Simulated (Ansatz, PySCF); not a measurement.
Si(H)(vinyl)(OH)(OMe) (C3H8O2Si), SMILES C=C[SiH](O)OC. Atoms are numbered in the order given.

```xyz
14

Si    -0.1845    -0.1053    -0.3863
O     -0.0845     1.5245    -0.7121
C      1.5118    -0.8616    -0.3391
C      2.5764    -0.2394    -0.8592
O     -0.8555    -0.4244     1.0986
C     -2.1857    -0.1477     1.4386
H     -1.0757    -0.6341    -1.4552
H      0.4862     2.0279    -0.1227
H      1.6510    -1.8469     0.1237
H      2.4853     0.7441    -1.3350
H      3.5811    -0.6764    -0.8399
H     -2.3992    -0.5823     2.4271
H     -2.8989    -0.5828     0.7138
H     -2.3794     0.9385     1.4923
```
Charge 0, spin multiplicity 1.

Geometry optimised at PBE0-D3(BJ)/def2-SVP. Other conformers were not sampled.

Two levels are set side by side: PBE-D3(BJ)/def2-SVP (Ansatz, an electronic-structure program) and PBE0-D3(BJ)/def2-SVP (Ansatz). Each level has its own optimised geometry; the coordinates shown are those of the second. Frequencies come from the Hessian of PySCF at each geometry. Differences are taken from unrounded values.

```tsv
quantity	PBE0-D3(BJ)
mean bond length (Å)	1.306
bond Si1–O2 (Å)	1.665
bond Si1–C3 (Å)	1.858
bond Si1–O5 (Å)	1.660
bond C3–C4 (Å)	1.338
bond O5–C6 (Å)	1.401
bond Si1–H7 (Å)	1.489
bond O2–H8 (Å)	0.963
bond C3–H9 (Å)	1.097
bond C4–H10 (Å)	1.096
bond C4–H11 (Å)	1.096
bond C6–H12 (Å)	1.101
bond C6–H13 (Å)	1.106
bond C6–H14 (Å)	1.105
highest harmonic wavenumber (cm⁻¹)	3920
mean harmonic wavenumber (cm⁻¹)	1327
zero-point energy (kcal/mol)	68.27
```

What does PBE-D3(BJ) give, and how far is it from PBE0-D3(BJ)? (An estimate is asked for; the answer gives what the named calculation found.)


| quantity | PBE-D3(BJ) | PBE-D3(BJ) minus PBE0-D3(BJ) |
|---|---|---|
| mean bond length (Å) | 1.317 | 0.011 |
| bond Si1–O2 (Å) | 1.683 | 0.018 |
| bond Si1–C3 (Å) | 1.868 | 0.010 |
| bond Si1–O5 (Å) | 1.678 | 0.018 |
| bond C3–C4 (Å) | 1.349 | 0.010 |
| bond O5–C6 (Å) | 1.415 | 0.014 |
| bond Si1–H7 (Å) | 1.500 | 0.012 |
| bond O2–H8 (Å) | 0.974 | 0.012 |
| bond C3–H9 (Å) | 1.106 | 0.008 |
| bond C4–H10 (Å) | 1.105 | 0.008 |
| bond C4–H11 (Å) | 1.104 | 0.008 |
| bond C6–H12 (Å) | 1.110 | 0.009 |
| bond C6–H13 (Å) | 1.115 | 0.009 |
| bond C6–H14 (Å) | 1.114 | 0.009 |
| highest harmonic wavenumber (cm⁻¹) | 3747 | -172 |
| mean harmonic wavenumber (cm⁻¹) | 1281 | -46 |
| zero-point energy (kcal/mol) | 65.90 | -2.37 |

GGA bonds tend to be longer and softer than those of functionals with exact exchange. Differences between two approximate levels are no errors against the true value.
